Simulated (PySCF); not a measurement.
Isomers C5H12OSi2:

A. `InChI=1S/C5H12OSi2/c1-2-4-5(3-1)8-6-7-4/h4-5H,1-3,7-8H2/t4-,5+`
B. `InChI=1S/C5H12OSi2/c1-3-5(2)6-8-4-7/h3H,1-2,4,8H2,7H3`
C. `CC#C[SiH2][SiH2]OCC`
D. `CC#C[Si@H](C)O[SiH2]C`

Spectrum 1. ¹³C{¹H} NMR (computed): δ 164.0 (C), 141.4 (CH), 123.6 (CH2), 99.3 (CH2), -5.6 (CH2).

Spectrum 2. ¹³C{¹H} NMR (computed): δ 32.8 (CH2), 30.9 (CH2), 27.7 (CH).

Spectrum 3. ¹³C{¹H} NMR (computed): δ 111.0 (C), 88.7 (C), 5.9 (CH3), 3.0 (CH3), 0.3 (CH3).

Spectrum 4. ¹³C{¹H} NMR (computed): δ 115.1 (C), 78.2 (C), 65.0 (CH2), 18.1 (CH3), 6.2 (CH3).

[PySCF 2.14.0 with density-fitted response routines: shieldings: GIAO PBE0/pcSseg-1; structure optimised with GFN2-xTB; one averaged value for each set of equivalent atoms; non-relativistic; single conformer; no solvent]

Shifts are taken against calculated references (same method and geometry level): ¹³C (186.93 ppm) vs TMS. Shifts are as computed. Against solution values, carbons near 30 ppm lie about +3 ppm off and those near 130 ppm about +5 ppm. Of 1211 compounds with measured shifts, 218 miss one by over three times the rms of a fit or turn the order of signals round; such compounds aren't used in these exercises.

Q: Match each spectrum to its structure.

A: 1–B, 2–A, 3–D, 4–C.

- Spectrum 1 (B): 5 ¹³C signals; δC 164.0 is an alkene carbon bearing oxygen; δC 141.4 is an alkene CH.
- Spectrum 2 (A): 3 ¹³C signals; δC 32.8 is an sp3 CH2 in a ring; δC 30.9 is an sp3 CH2 in a ring.
- Spectrum 3 (D): 5 ¹³C signals; δC 88.7 is an alkyne carbon; δC 5.9 is a propargylic methyl carbon.
- Spectrum 4 (C): 5 ¹³C signals; δC 78.2 is an alkyne carbon; δC 65.0 is an sp3 CH2 bonded to O.
